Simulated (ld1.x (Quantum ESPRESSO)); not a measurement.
**Pseudopotential generation for iodine (I): TM, PBE, fully relativistic.**

The input file (ld1.x (Quantum ESPRESSO) 7.5):

```
&input
   title='I', zed=53., rel=2, dft='PBE', iswitch=3,
   config='[Kr] 4d10 5s2 5p3', rel_dist='average',
   nld=5, rlderiv=1.40, eminld=-17.0, emaxld=5.0, deld=0.04
 /
 &inputp
   pseudotype=2, tm=.true., lloc=2,
   nlcc=.false.,
   file_pseudopw='I.UPF', file_wfcaegen='ae.wfc', file_wfcncgen='nc.wfc', file_beta='beta', file_chi='chi'
 /
3
4S  1  0   2.00   0.00  1.15  1.15  0.0
4P  2  1   6.00   0.00  1.30  1.30  0.0
4D  3  2  10.00   0.00  1.20  1.20  0.0
 &test
   configts(1)='4s2 4p6 4d10 5s2 5p3'
 /
```

Command:

```bash
ld1.x < I.in > I.out
```

Resulting log (shortened: banner, matrices, multipoles, cross overlaps and the repeated all-electron block are left out):

```
Program LD1 v.7.5
     --------------------------- All-electron run ----------------------------

     I
     dirac relativistic calculation

     atomic number is 53.00
     dft =PBE   lsd =0 sic =0 latt =0  beta=0.20 tr2=1.0E-14
     Exchange-correlation= PBE
                           (   1   4   3   4   0   0   0)
     mesh =1247 r(mesh) =  99.95380 a.u. xmin = -7.00 dx = 0.01250
     1 Ry =  13.60569312 eV, c = 137.03599908

     n l j   nl                  e(Ry)          e(Ha)          e(eV)
     Spin orbit split results
     1 0 0.5 1S 1( 2.00)     -2424.1005     -1212.0503    -32981.5676
     2 0 0.5 2S 1( 2.00)      -375.6800      -187.8400     -5111.3861
     2 1 0.5 2P 1( 2.00)      -352.5603      -176.2801     -4796.8272
     2 1 1.5 2P 1( 4.00)      -330.6031      -165.3016     -4498.0846
     3 0 0.5 3S 1( 2.00)       -77.0305       -38.5153     -1048.0537
     3 1 0.5 3P 1( 2.00)       -67.4748       -33.7374      -918.0419
     3 1 1.5 3P 1( 4.00)       -63.3426       -31.6713      -861.8205
     4 0 0.5 4S 1( 2.00)       -14.7599        -7.3800      -200.8191
     4 1 0.5 4P 1( 2.00)       -11.4253        -5.7126      -155.4489
     4 1 1.5 4P 1( 4.00)       -10.6202        -5.3101      -144.4956
     3 2 1.5 3D 1( 4.00)       -46.5140       -23.2570      -632.8559
     3 2 2.5 3D 1( 6.00)       -45.6452       -22.8226      -621.0343
     4 2 1.5 4D 1( 4.00)        -5.2595        -2.6297       -71.5589
     4 2 2.5 4D 1( 6.00)        -5.1330        -2.5665       -69.8380
     5 0 0.5 5S 1( 2.00)        -2.6445        -1.3222       -35.9798
     5 1 0.5 5P 1( 1.00)        -1.8644        -0.9322       -25.3662
     5 1 1.5 5P 1( 2.00)        -1.7694        -0.8847       -24.0746
     Averaged results
     1 0     1S 1( 2.00)     -2424.1005     -1212.0503    -32981.5676
     2 0     2S 1( 2.00)      -375.6800      -187.8400     -5111.3861
     2 1     2P 1( 6.00)      -337.9222      -168.9611     -4597.6655
     3 0     3S 1( 2.00)       -77.0305       -38.5153     -1048.0537
     3 1     3P 1( 6.00)       -64.7200       -32.3600      -880.5610
     4 0     4S 1( 2.00)       -14.7599        -7.3800      -200.8191
     4 1     4P 1( 6.00)       -10.8886        -5.4443      -148.1467
     3 2     3D 1(10.00)       -45.9927       -22.9964      -625.7629
     4 2     4D 1(10.00)        -5.1836        -2.5918       -70.5264
     5 0     5S 1( 2.00)        -2.6445        -1.3222       -35.9798
     5 1     5P 1( 3.00)        -1.8011        -0.9005       -24.5051

     final scf error:  8.8E-15 reached in  24 iterations

     Etot =  -14235.776468 Ry,   -7117.888234 Ha, -193687.605995 eV

     Ekin =   15090.061056 Ry,    7545.030528 Ha,  205310.739928 eV
     Encl =  -34523.408348 Ry,  -17261.704174 Ha, -469714.899548 eV
     Eh   =    5559.511841 Ry,    2779.755920 Ha,   75641.012019 eV
     Exc  =    -361.941016 Ry,    -180.970508 Ha,   -4924.458394 eV

     normalization and overlap integrals

     s(1S/1S) =  1.000000  <r> =   0.0272  <r2> =    0.0010  r(max) =   0.0175
     s(2S/2S) =  1.000000  <r> =   0.1167  <r2> =    0.0161  r(max) =   0.0995
     s(2P/2P) =  1.000000  <r> =   0.0985  <r2> =    0.0119  r(max) =   0.0765
     s(2P/2P) =  1.000000  <r> =   0.1041  <r2> =    0.0132  r(max) =   0.0814
     s(3S/3S) =  1.000000  <r> =   0.3138  <r2> =    0.1127  r(max) =   0.2843
     s(3P/3P) =  1.000000  <r> =   0.3040  <r2> =    0.1074  r(max) =   0.2738
     s(3P/3P) =  1.000000  <r> =   0.3155  <r2> =    0.1155  r(max) =   0.2843
     s(4S/4S) =  1.000000  <r> =   0.7398  <r2> =    0.6184  r(max) =   0.6820
     s(4P/4P) =  1.000000  <r> =   0.7725  <r2> =    0.6801  r(max) =   0.6992
     s(4P/4P) =  1.000000  <r> =   0.8006  <r2> =    0.7303  r(max) =   0.7259
     s(3D/3D) =  1.000000  <r> =   0.2865  <r2> =    0.0972  r(max) =   0.2299
     s(3D/3D) =  1.000000  <r> =   0.2901  <r2> =    0.0996  r(max) =   0.2327
     s(4D/4D) =  1.000000  <r> =   0.9119  <r2> =    0.9727  r(max) =   0.7728
     s(4D/4D) =  1.000000  <r> =   0.9232  <r2> =    0.9969  r(max) =   0.7825
     s(5S/5S) =  1.000000  <r> =   1.8758  <r2> =    3.9539  r(max) =   1.6773
     s(5P/5P) =  1.000000  <r> =   2.1541  <r2> =    5.2447  r(max) =   1.8771
     s(5P/5P) =  1.000000  <r> =   2.2338  <r2> =    5.6369  r(max) =   1.9488

     ------------------------ End of All-electron run ------------------------

     --------------------- Generating NC pseudopotential ---------------------

      Generating local pot.: lloc=2, j= 1.50, matching radius rcloc =   1.2000

      Generating local pot.: lloc=2, j= 2.50, matching radius rcloc =   1.2000

     Fully relativistic calculation: |psi|^2

     Wfc 4S LC norm =  0.99931038 SC norm =  0.00068895 missing  0.00000067

     Wfc 4P LC norm =  0.99937277 SC norm =  0.00062672 missing  0.00000051

     Wfc 4P LC norm =  0.99940806 SC norm =  0.00058998 missing  0.00000197

      Wfc   4S  rcut= 1.138  Using Troullier-Martins method

      Wfc   4P  rcut= 1.290  Using Troullier-Martins method

      Wfc   4P  rcut= 1.290  Using Troullier-Martins method

     ------------------- End of pseudopotential generation -------------------

     Computing logarithmic derivative in   1.39931

       Warning: n=2, l=1 expected 0 nodes, found 1
       Setting wfc to zero for this iteration
       (This warning will only be printed once per wavefunction)

     Computing logarithmic derivative in   1.39931
     Computing the partial wave expansion
     R is outside the sphere for l=    0 j= 0.50
     R is outside the sphere for l=    1 j= 0.50
     R is outside the sphere for l=    1 j= 1.50
       no projector for channel:   2
       no projector for channel:   2

     ---------------------- Testing the pseudopotential ----------------------

     I
     dirac relativistic calculation

     atomic number is 53.00   valence charge is 25.00
     dft =PBE   lsd =0 sic =0 latt =0  beta=0.20 tr2=1.0E-14
     mesh =1247 r(mesh) =  99.95380 xmin = -7.00 dx = 0.01250

     n l  j  nl             e AE (Ry)       e PS (Ry)    De AE-PS (Ry)
     1 0 0.5 4S   1( 2.00)      -14.75993      -14.75993       -0.00000
     2 1 0.5 4P   1( 2.00)      -11.42528      -11.42527       -0.00001
     2 1 1.5 4P   1( 4.00)      -10.62023      -10.62024        0.00001
     3 2 1.5 4D   1( 4.00)       -5.25948       -5.18306       -0.07642  !
     3 2 2.5 4D   1( 6.00)       -5.13300       -5.18306        0.05006  !
     2 0 0.5 5S   1( 2.00)       -2.64446       -2.88413        0.23966  !
     3 1 0.5 5P   1( 1.00)       -1.86438       -1.90069        0.03631  !
     3 1 1.5 5P   1( 2.00)       -1.76945       -1.80455        0.03511  !

     eps = 6.3E-15  iter = 20

     Etot =  -14235.776468 Ry,   -7117.888234 Ha, -193687.605995 eV
     Etotps =  -600.499284 Ry,    -300.249642 Ha,   -8170.208977 eV

     Ekin =     215.333297 Ry,     107.666648 Ha,    2929.758753 eV
     Encl =   -1268.275632 Ry,    -634.137816 Ha,  -17255.769045 eV
     Ehrt =     455.634281 Ry,     227.817141 Ha,    6199.220207 eV
     Ecxc =     -42.853294 Ry,     -21.426647 Ha,    -583.048763 eV
     Epseu=      39.662064 Ry,      19.831032 Ha,     539.629872 eV

     ---------------------- End of pseudopotential test ----------------------
```

Generation and configuration tests took about 5.5 s on one core of a shared server CPU.

Transferability test of the new file with ld1.x, input:

```
&input
   title='I', zed=53., rel=2, dft='PBE', iswitch=2,
   config='[Kr] 4d10 5s2 5p3', rel_dist='average'
 /
 &test
   file_pseudo='I.UPF', nconf=8,
   configts(1)='4s2 4p6 4d10 5s2 5p3',
   configts(2)='4s2 4p6 4d10 5s2 5p5',
   configts(3)='4s2 4p6 4d10 5s2 5p4',
   configts(4)='4s2 4p6 4d10 5s2 5p2',
   configts(5)='4s2 4p6 4d10 5s1 5p6',
   configts(6)='4s2 4p6 4d10 5s1 5p5',
   configts(7)='4s2 4p6 4d10 5s2 5p5.3',
   configts(8)='4s2 4p6 4d9 5s2 5p5'
 /
```

```bash
ld1.x < I.test.in > I.test.out
```

Pseudopotential blocks of its output, shortened (energy terms left out; the distinct warnings before each block abridged to one line each):

```
     Warning: n=2, l=1 expected 0 nodes, found 1
     ---------------------- Testing the pseudopotential ----------------------

     n l  j  nl             e AE (Ry)       e PS (Ry)    De AE-PS (Ry)
     1 0 0.5 4S   1( 2.00)      -14.75993      -14.75993       -0.00000
     2 1 0.5 4P   1( 2.00)      -11.42528      -11.42527       -0.00001
     2 1 1.5 4P   1( 4.00)      -10.62023      -10.62024        0.00001
     3 2 1.5 4D   1( 4.00)       -5.25948       -5.18306       -0.07642  !
     3 2 2.5 4D   1( 6.00)       -5.13300       -5.18306        0.05006  !
     2 0 0.5 5S   1( 2.00)       -2.64446       -2.88413        0.23966  !
     3 1 0.5 5P   1( 1.00)       -1.86438       -1.90069        0.03631  !
     3 1 1.5 5P   1( 2.00)       -1.76945       -1.80455        0.03511  !

     eps = 6.3E-15  iter = 20

     Etot =  -14235.776468 Ry,   -7117.888234 Ha, -193687.605995 eV
     Etotps =  -600.499284 Ry,    -300.249642 Ha,   -8170.208977 eV

     ---------------------- End of pseudopotential test ----------------------

          ---------------------- Testing the pseudopotential ----------------------

     n l  j  nl             e AE (Ry)       e PS (Ry)    De AE-PS (Ry)
     1 0 0.5 4S   1( 2.00)      -13.25997      -13.23758       -0.02240  !
     2 1 0.5 4P   1( 2.00)       -9.92613       -9.90391       -0.02222  !
     2 1 1.5 4P   1( 4.00)       -9.12180       -9.09921       -0.02259  !
     3 2 1.5 4D   1( 4.00)       -3.76624       -3.66691       -0.09933  !
     3 2 2.5 4D   1( 6.00)       -3.64031       -3.66691        0.02660  !
     2 0 0.5 5S   1( 2.00)       -1.27784       -1.47023        0.19239  !
     3 1 0.5 5P   1( 1.67)       -0.57152       -0.58613        0.01461  !
     3 1 1.5 5P   1( 3.33)       -0.49806       -0.51159        0.01353  !

     eps = 6.2E-15  iter = 18

     Etot =  -14238.057295 Ry,   -7119.028647 Ha, -193718.638223 eV
     Etotps =  -602.828931 Ry,    -301.414466 Ha,   -8201.905444 eV
     dEtot_ae =      -2.280827 Ry
     dEtot_ps =      -2.329647 Ry,   Delta E=       0.048821 Ry

     ---------------------- End of pseudopotential test ----------------------

          ---------------------- Testing the pseudopotential ----------------------

     n l  j  nl             e AE (Ry)       e PS (Ry)    De AE-PS (Ry)
     1 0 0.5 4S   1( 2.00)      -13.96330      -13.95182       -0.01148  !
     2 1 0.5 4P   1( 2.00)      -10.62920      -10.61787       -0.01133  !
     2 1 1.5 4P   1( 4.00)       -9.82464       -9.81313       -0.01151  !
     3 2 1.5 4D   1( 4.00)       -4.46731       -4.37931       -0.08800  !
     3 2 2.5 4D   1( 6.00)       -4.34119       -4.37931        0.03812  !
     2 0 0.5 5S   1( 2.00)       -1.92761       -2.14140        0.21379  !
     3 1 0.5 5P   1( 1.33)       -1.18574       -1.21079        0.02505  !
     3 1 1.5 5P   1( 2.67)       -1.10183       -1.12570        0.02388  !

     eps = 3.1E-15  iter = 21

     Etot =  -14237.237259 Ry,   -7118.618630 Ha, -193707.481071 eV
     Etotps =  -601.989910 Ry,    -300.994955 Ha,   -8190.489981 eV
     dEtot_ae =      -1.460791 Ry
     dEtot_ps =      -1.490626 Ry,   Delta E=       0.029835 Ry

     ---------------------- End of pseudopotential test ----------------------

          ---------------------- Testing the pseudopotential ----------------------

     n l  j  nl             e AE (Ry)       e PS (Ry)    De AE-PS (Ry)
     1 0 0.5 4S   1( 2.00)      -15.63405      -15.64597        0.01191  !
     2 1 0.5 4P   1( 2.00)      -12.29849      -12.31008        0.01159  !
     2 1 1.5 4P   1( 4.00)      -11.49265      -11.50444        0.01179  !
     3 2 1.5 4D   1( 4.00)       -6.12662       -6.06174       -0.06488  !
     3 2 2.5 4D   1( 6.00)       -5.99959       -6.06174        0.06215  !
     2 0 0.5 5S   1( 2.00)       -3.41327       -3.68305        0.26977  !
     3 1 0.5 5P   1( 0.67)       -2.59356       -2.64169        0.04813  !
     3 1 1.5 5P   1( 1.33)       -2.48705       -2.53405        0.04700  !

     eps = 4.7E-15  iter = 17

     Etot =  -14233.618388 Ry,   -7116.809194 Ha, -193658.243812 eV
     Etotps =  -598.299823 Ry,    -299.149912 Ha,   -8140.283794 eV
     dEtot_ae =       2.158081 Ry
     dEtot_ps =       2.199460 Ry,   Delta E=      -0.041380 Ry

     ---------------------- End of pseudopotential test ----------------------

          ---------------------- Testing the pseudopotential ----------------------

     n l  j  nl             e AE (Ry)       e PS (Ry)    De AE-PS (Ry)
     1 0 0.5 4S   1( 2.00)      -13.36050      -13.39454        0.03405  !
     2 1 0.5 4P   1( 2.00)      -10.02603      -10.05860        0.03256  !
     2 1 1.5 4P   1( 4.00)       -9.22129       -9.25073        0.02944  !
     3 2 1.5 4D   1( 4.00)       -3.86209       -3.80518       -0.05691  !
     3 2 2.5 4D   1( 6.00)       -3.73583       -3.80518        0.06935  !
     2 0 0.5 5S   1( 1.00)       -1.33047       -1.54589        0.21542  !
     3 1 0.5 5P   1( 2.00)       -0.61263       -0.63707        0.02444  !
     3 1 1.5 5P   1( 4.00)       -0.53620       -0.55853        0.02234  !

     eps = 7.6E-15  iter = 25

     Etot =  -14237.295179 Ry,   -7118.647589 Ha, -193708.269107 eV
     Etotps =  -601.881252 Ry,    -300.940626 Ha,   -8189.011607 eV
     dEtot_ae =      -1.518711 Ry
     dEtot_ps =      -1.381968 Ry,   Delta E=      -0.136743 Ry

     ---------------------- End of pseudopotential test ----------------------

          ---------------------- Testing the pseudopotential ----------------------

     n l  j  nl             e AE (Ry)       e PS (Ry)    De AE-PS (Ry)
     1 0 0.5 4S   1( 2.00)      -14.06558      -14.11610        0.05052  !
     2 1 0.5 4P   1( 2.00)      -10.73083      -10.77964        0.04881  !
     2 1 1.5 4P   1( 4.00)       -9.92584       -9.97156        0.04572  !
     3 2 1.5 4D   1( 4.00)       -4.56475       -4.52389       -0.04086  !
     3 2 2.5 4D   1( 6.00)       -4.43829       -4.52389        0.08560  !
     2 0 0.5 5S   1( 1.00)       -1.98242       -2.22316        0.24075  !
     3 1 0.5 5P   1( 1.67)       -1.23078       -1.26948        0.03869  !
     3 1 1.5 5P   1( 3.33)       -1.14433       -1.18083        0.03650  !

     eps = 8.0E-15  iter = 20

     Etot =  -14236.433668 Ry,   -7118.216834 Ha, -193696.547647 eV
     Etotps =  -600.989666 Ry,    -300.494833 Ha,   -8176.880967 eV
     dEtot_ae =      -0.657199 Ry
     dEtot_ps =      -0.490382 Ry,   Delta E=      -0.166817 Ry

     ---------------------- End of pseudopotential test ----------------------

          ---------------------- Testing the pseudopotential ----------------------

     n l  j  nl             e AE (Ry)       e PS (Ry)    De AE-PS (Ry)
     1 0 0.5 4S   1( 2.00)      -13.07114      -13.04566       -0.02548  !
     2 1 0.5 4P   1( 2.00)       -9.73733       -9.71201       -0.02532  !
     2 1 1.5 4P   1( 4.00)       -8.93303       -8.90729       -0.02574  !
     3 2 1.5 4D   1( 4.00)       -3.57772       -3.47514       -0.10258  !
     3 2 2.5 4D   1( 6.00)       -3.45182       -3.47514        0.02332  !
     2 0 0.5 5S   1( 2.00)       -1.09978       -1.28678        0.18700  !
     3 1 0.5 5P   1( 1.77)       -0.40322       -0.41494        0.01172  !
     3 1 1.5 5P   1( 3.53)       -0.33277       -0.34345        0.01068  !

     eps = 2.7E-15  iter = 23

     Etot =  -14238.188910 Ry,   -7119.094455 Ha, -193720.428931 eV
     Etotps =  -602.964279 Ry,    -301.482139 Ha,   -8203.746944 eV
     dEtot_ae =      -2.412441 Ry
     dEtot_ps =      -2.464995 Ry,   Delta E=       0.052554 Ry

     ---------------------- End of pseudopotential test ----------------------

          Warning: n=1, l=0 expected 0 nodes, found 1
     ---------------------- Testing the pseudopotential ----------------------

     n l  j  nl             e AE (Ry)       e PS (Ry)    De AE-PS (Ry)
     1 0 0.5 4S   1( 2.00)      -14.54568      -14.48129       -0.06440  !
     2 1 0.5 4P   1( 2.00)      -11.19499      -11.13401       -0.06099  !
     2 1 1.5 4P   1( 4.00)      -10.37681      -10.31869       -0.05812  !
     3 2 1.5 4D   1( 3.60)       -4.96743       -4.83544       -0.13199  !
     3 2 2.5 4D   1( 5.40)       -4.83611       -4.83544       -0.00067
     2 0 0.5 5S   1( 2.00)       -2.08644       -2.33584        0.24940  !
     3 1 0.5 5P   1( 1.67)       -1.29882       -1.32368        0.02485  !
     3 1 1.5 5P   1( 3.33)       -1.20396       -1.22861        0.02465  !

     eps = 5.9E-15  iter = 20

     Etot =  -14233.779947 Ry,   -7116.889974 Ha, -193660.441940 eV
     Etotps =  -598.589186 Ry,    -299.294593 Ha,   -8144.220767 eV
     dEtot_ae =       1.996521 Ry
     dEtot_ps =       1.910098 Ry,   Delta E=       0.086423 Ry

     ---------------------- End of pseudopotential test ----------------------
```
